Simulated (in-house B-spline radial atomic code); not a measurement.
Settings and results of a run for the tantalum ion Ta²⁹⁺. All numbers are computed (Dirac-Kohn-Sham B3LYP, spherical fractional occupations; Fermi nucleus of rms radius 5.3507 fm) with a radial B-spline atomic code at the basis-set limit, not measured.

Command:
```bash
python run_scf.py task.json out
```
Settings (nuclear radius in fm, mass in u):
```
Z                73
configuration    [Kr] 4d8
hamiltonian      dirac
method           b3lyp
spin_polarised   False
nucleus          fermi
rms_radius       5.3507
atomic_mass      180.948
speed_of_light   137.035999084
```

Output (hartree, bohr):
```
 radial grid: 59 intervals, B-splines of order 8, outer radius 3.5017 bohr

 iter        energy (Eh)    residual
    1      -15147.736673    4.97e+00
    2      -15206.436607    1.18e+00
    3      -15210.965789    4.11e-01
    4      -15211.557453    1.41e-01
    5      -15211.635938    4.49e-02
    6      -15211.643368    7.25e-04
    7      -15211.643370    1.55e-05
    8      -15211.643370    4.87e-07

 total energy                    -15211.64337
 kinetic                           17120.7143
 electron-nucleus                 -36179.1665
 Hartree                            4122.3097
 exact exchange                      -53.9022
 exchange-correlation               -221.5988

 first-order corrections (not in the total)
   Gaunt                            18.2615
   retardation                      -1.9278
   frequency dependence             -0.3096
   self-energy                      13.3108
   Uehling                          -2.4601
   Wichmann-Kroll                    0.0957
   recoil                            0.0292

 orbital      occ     eigenvalue          <r>       <r^2>       <1/r>       r_max    small
 1s1/2      2.000     -2514.0172    0.0186665  0.00047888     85.3902     0.01168  7.56e-02
 2s1/2      2.000      -464.5866    0.0783583  0.00732045     20.7371     0.06706  1.71e-02
 2p1/2      2.000      -445.5495    0.0649063  0.00523881     20.7011     0.04995  1.71e-02
 2p3/2      4.000      -398.8813    0.0727432  0.00644198     17.4916     0.05667  1.55e-02
 3s1/2      2.000      -136.3608     0.203355   0.0473762     7.65128      0.1886  5.66e-03
 3p1/2      2.000      -127.9521     0.193319   0.0435078       7.563      0.1768  5.60e-03
 3p3/2      4.000      -117.7666     0.207446   0.0498772     6.74169      0.1904  5.15e-03
 3d3/2      4.000      -103.6430     0.181728   0.0387005     6.62006      0.1494  5.01e-03
 3d5/2      6.000      -101.4322     0.186068   0.0404355     6.42532      0.1532  4.89e-03
 4s1/2      2.000       -54.9311     0.428932    0.206982     3.46201      0.4146  2.16e-03
 4p1/2      2.000       -51.3517     0.428605    0.208102     3.37984      0.4121  2.10e-03
 4p3/2      4.000       -48.4852     0.452143    0.231218     3.11052      0.4362  1.96e-03
 4d3/2      3.200       -42.5489     0.447831     0.22954      2.9696      0.4242  1.82e-03
 4d5/2      4.800       -41.9581     0.454743    0.236448      2.9069      0.4311  1.78e-03
```

Run time, properties included: 1.6 s on 1 thread of Arm Neoverse N1 (shared host).

For the Dirac Hamiltonian the kinetic term is c α·p + (β - 1)c².

Caution: exact exchange at fractional occupations of open shells leaves self-interaction of up to several eV.
